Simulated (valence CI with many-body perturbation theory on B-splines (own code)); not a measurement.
Br21+: electric-dipole lines

Level of theory: configuration interaction combined with many-body perturbation theory (CI+MBPT): four valence electrons over a frozen Dirac-Fock core [Ne], radial functions for each j: 11 s, 11 p, 10 d, 8 f, 5 g, 2 h, with the one-electron correlation potential Σ1, the two-electron term Σ2, the three-electron term Σ3, Breit, model QED; selected CI, second order for the rest, scaled by the run's own slope (own B-spline code, finite nucleus).

No measured levels were compared; by estimate levels of excited configurations hold to 0.05 to 0.15 % of their energy, terms of the ground configuration to about 0.5 %. Among the levels kept, up to 800 cm⁻¹ of a level comes from second order outside the variational space, and about a tenth of that is noise between levels of different J, which matters for small intervals.

Lines 151 to 200 of 571 in falling wavelength, among levels below 258.08 eV, chosen from the strongest by gf and those to the six lowest levels. Wavelengths and rates use the calculated energies, so an error of 300 cm⁻¹ moves a line at 15.88 nm by 0.048 % and its rate by three times that or more. Electric multipoles are in the length gauge, E1 and E2 with the static RPA response of the core. Weak lines are less certain than strong ones. Lines between different terms over intervals too small for the method are left out, as are lines whose strength nearly cancels. Where a level lies close to another of its J and parity, the split of strength between their lines is uncertain. The highest levels of a list are the least certain.

Names give the largest LS component (configuration and term), which can be under half, so a name can repeat, a term be missing and a line seem to break the LS rules; names also repeat where a configuration has a term twice. Letters in brackets count levels of one name in rising energy.

```
λ vac (nm)              Upper              Lower   A (s⁻¹)  S (a.u.) with core polarisation  S without
     15.88        3p³3d ⁵D°_4       3s3p²3d ⁵F_3  3.65e+09                         6.49e-02   6.68e-02
     15.86   3s3p²3d ³D_1 [f]      3s²3p3d ³P°_1  2.10e+10                         1.24e-01   1.27e-01
     15.85   3s3p²3d ³D_1 [b]      3s²3p3d ³F°_2  1.73e+10                         1.02e-01   1.05e-01
     15.85        3p³3d ⁵D°_3       3s3p²3d ⁵F_4  1.07e+10                         1.47e-01   1.51e-01
     15.85   3s3p²3d ³D_2 [d]      3s²3p3d ³D°_2  1.70e+10                         1.67e-01   1.72e-01
     15.84      3s3p3d² ³D°_1   3s3p²3d ³D_1 [b]  1.03e+10                         6.08e-02   6.25e-02
     15.78    3p³3d ³D°_2 [a]       3s3p²3d ⁵F_3  6.40e+09                         6.21e-02   6.39e-02
     15.77    3p³3d ³F°_4 [a]       3s3p²3d ⁵F_4  4.16e+09                         7.24e-02   7.46e-02
     15.76      3s3p3d² ³D°_3   3s3p²3d ³F_2 [c]  5.96e+09                         8.06e-02   8.28e-02
     15.74    3p³3d ³D°_1 [c]   3s3p²3d ³D_2 [b]  9.11e+09                         5.27e-02   5.42e-02
     15.73      3s3p3d² ³D°_2   3s3p²3d ³P_1 [b]  2.42e+10                         2.33e-01   2.39e-01
     15.73           3p⁴ ³P_2        3s3p³ ⁵S°_2  4.44e+08                         4.26e-03   4.39e-03
     15.72        3s3p³ ³P°_1        3s²3p² ³P_0  3.10e+09                         1.79e-02   1.84e-02
     15.72    3s3p³ ³P°_2 [b]        3s²3p² ³P_1  5.04e+08                         4.84e-03   4.98e-03
     15.70    3p³3d ³D°_1 [c]   3s3p²3d ³P_0 [b]  9.20e+09                         5.27e-02   5.42e-02
     15.70        3p³3d ³G°_5       3s3p²3d ⁵D_4  2.94e+09                         6.18e-02   6.35e-02
     15.68   3s3p²3d ³D_1 [e]      3s²3p3d ³D°_2  1.91e+10                         1.09e-01   1.12e-01
     15.65  3s3p3d² ³G°_4 [b]   3s3p²3d ³D_3 [b]  1.24e+10                         2.11e-01   2.16e-01
     15.64        3p³3d ³G°_4       3s3p²3d ⁵D_3  4.17e+09                         7.09e-02   7.29e-02
     15.64   3s3p²3d ³P_2 [c]  3s²3p3d ³P°_2 [b]  8.71e+09                         8.21e-02   8.45e-02
     15.64   3s3p²3d ³D_1 [f]      3s²3p3d ³P°_0  3.01e+10                         1.70e-01   1.75e-01
     15.62        3p³3d ⁵D°_2       3s3p²3d ⁵F_3  5.09e+09                         4.78e-02   4.92e-02
     15.60      3s3p3d² ³D°_3   3s3p²3d ³F_4 [b]  7.40e+09                         9.71e-02   9.99e-02
     15.59   3s3p²3d ³P_2 [b]      3s²3p3d ³F°_3  1.60e+10                         1.50e-01   1.54e-01
     15.57        3p³3d ⁵D°_1       3s3p²3d ⁵F_2  1.09e+10                         6.09e-02   6.26e-02
     15.54      3s3p3d² ³D°_3   3s3p²3d ³P_2 [b]  1.89e+10                         2.45e-01   2.52e-01
     15.47   3s3p²3d ³D_1 [f]      3s²3p3d ³D°_2  1.15e+10                         6.29e-02   6.47e-02
     15.45   3s3p²3d ¹D_2 [a]  3s²3p3d ³P°_2 [a]  1.18e+10                         1.08e-01   1.11e-01
     15.42      3s3p3d² ³H°_4   3s3p²3d ¹F_3 [a]  4.10e+09                         6.68e-02   6.85e-02
     15.36   3s3p²3d ¹D_2 [c]      3s²3p3d ¹P°_1  3.08e+10                         2.75e-01   2.83e-01
     15.36    3p³3d ³D°_2 [a]       3s3p²3d ⁵F_2  9.18e+09                         8.20e-02   8.44e-02
     15.31    3p³3d ³D°_1 [b]   3s3p²3d ³F_2 [a]  1.94e+10                         1.03e-01   1.06e-01
     15.31   3s3p²3d ³F_4 [c]      3s²3p3d ³F°_4  5.82e+10                         9.28e-01   9.55e-01
     15.30        3p³3d ⁵D°_1       3s3p²3d ⁵F_1  1.56e+10                         8.28e-02   8.52e-02
     15.29        3s²3d² ³F_3      3s²3p3d ¹F°_3  5.79e+09                         7.15e-02   7.35e-02
     15.29   3s3p²3d ³F_3 [c]      3s²3p3d ³F°_3  2.01e+10                         2.48e-01   2.56e-01
     15.29   3s3p²3d ³P_2 [c]      3s²3p3d ³D°_3  3.89e+10                         3.43e-01   3.53e-01
     15.28  3s3p3d² ³F°_3 [b]       3s3p²3d ¹G_4  1.09e+10                         1.34e-01   1.38e-01
     15.27        3p³3d ³D°_3   3s3p²3d ³F_4 [a]  1.23e+10                         1.52e-01   1.56e-01
     15.26    3p³3d ³F°_3 [c]   3s3p²3d ³P_2 [a]  6.52e+09                         8.01e-02   8.23e-02
     15.20        3p³3d ⁵D°_2       3s3p²3d ⁵F_2  7.31e+09                         6.34e-02   6.53e-02
     15.19   3s3p²3d ³D_3 [c]      3s²3p3d ³F°_4  5.64e+10                         6.83e-01   7.03e-01
     15.19        3s3p³ ³S°_1        3s²3p² ³P_2  6.84e+10                         3.55e-01   3.65e-01
     15.16        3p³3d ⁵D°_3       3s3p²3d ⁵F_3  1.08e+10                         1.30e-01   1.34e-01
     15.14   3s3p²3d ³P_1 [a]    3s3p³ ³P°_2 [a]  1.85e+10                         9.50e-02   9.78e-02
     15.13        3s3p³ ¹P°_1        3s²3p² ¹D_2  4.67e+10                         2.40e-01   2.47e-01
     15.13      3s²3p3d ³F°_2        3s²3p² ³P_2  3.24e+09                         2.77e-02   2.85e-02
     15.13   3s3p²3d ³D_3 [b]      3s²3p3d ³F°_3  1.48e+10                         1.77e-01   1.82e-01
     15.13  3s3p3d² ³G°_3 [b]   3s3p²3d ³D_2 [b]  1.86e+10                         2.22e-01   2.28e-01
     15.09  3s3p3d² ³F°_3 [a]       3s3p²3d ³G_4  8.49e+09                         1.01e-01   1.04e-01
```
